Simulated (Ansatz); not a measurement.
Reaction (redistribution): `F[SiH2]O[SiH2]Cl` + `O[SiH2]/C=C/[SiH3]` → `F[SiH2]O[SiH2][SiH3]` + `O[SiH2]/C=C/Cl`

Program: Ansatz. Geometries: PBE0-D4/def2-TZVP. ΔE: electronic, gas phase. CCSD(T)/CBS adds triple-zeta CCSD(T) − MP2 to the extrapolated MP2 energy (def2 sets, frozen cores). Double bonds are as drawn, so ΔE can hold a change between cis and trans. DFT in def2-TZVPP. B3LYP here is the variant with VWN-RPA as its local correlation; programs differ in this. Each species was taken in one conformer, which may not be the lowest.

CCSD(T)/CBS gives +164.1 kJ/mol.

Question: Another level gave +170.4 kJ/mol. Which?
A. HF/def2-TZVPP
B. PBE/def2-TZVPP
C. B3LYP/def2-TZVPP
D. MP2/def2-TZVPP

Answer: D. MP2/def2-TZVPP 170.4, PBE 136.7, B3LYP 155.2, HF/def2-TZVPP 179.8 kJ/mol.

Largest T1 diagnostic among the species: 0.012.

From PBE to PBE0 (25 % exact exchange), in def2-TZVPP and without D4, ΔE moves by +10.5 kJ/mol. In def2-TZVPP, CCSD(T) changes the Hartree–Fock value by −18.8 kJ/mol (the triples alone add −3.0 kJ/mol) and MP2 by −9.4 kJ/mol.
